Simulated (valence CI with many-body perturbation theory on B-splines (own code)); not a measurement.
Questions on Dy²⁷⁺

Level of theory: configuration interaction combined with many-body perturbation theory (CI+MBPT): three valence electrons over a frozen Dirac-Fock core [Kr], radial functions for each j: 7 s, 7 p, 8 d, 6 f, 4 g, 1 h, with the one-electron correlation potential Σ1 (screened to all orders), the two-electron term Σ2, the three-electron term Σ3, Breit, model QED; selected single and double excitations, second order for the rest, scaled by the run's own slope (own B-spline code, finite nucleus).

No measured spectrum was set against this ion. As an estimate, large intervals hold to a few tenths of a per cent, small ones and those within an open d or f shell to about a per cent. The list stops below the first excitations out of the core.

Levels are named by their leading jj configuration (3d3/2^4 stands for four electrons in 3d with j = 3/2), which in mixed levels can hold well under half, so a name can repeat and another be missing.

Rates and lifetimes use the calculated energies. Strong lines usually hold to 10 to 20 %, long lifetimes can be off by a factor of two.

(1) What is the ground level?

(2) Name the longest-lived excited levels whose lifetime is computed, and their main decay.

(3) How well does LS coupling describe the low levels?

(4) What is the ionisation energy?

Answers

(1) (4d3/2^3) J=3/2, composition 60 % 4d3 4F + 30 % 4d3 2D + 7 % 4d3 2P, g = 0.623.

(2) (4d3/2^2 4d5/2) J=9/2 at 84230 cm⁻¹ lives 780 ms, mostly by M1 to (4d3/2^2 4d5/2) J=7/2.

(3) Among the lowest 19 levels the leading LS term, summed over configurations, holds 62 % on average. For single configurations the figures are 62 % in LS and 88 % in jj coupling. Terms mix most in the J = 3/2 level at 159560 cm⁻¹, where the leading one holds 41 %.

(4) 969.61 eV; NIST lists 969 ± 4 eV (theoretical).
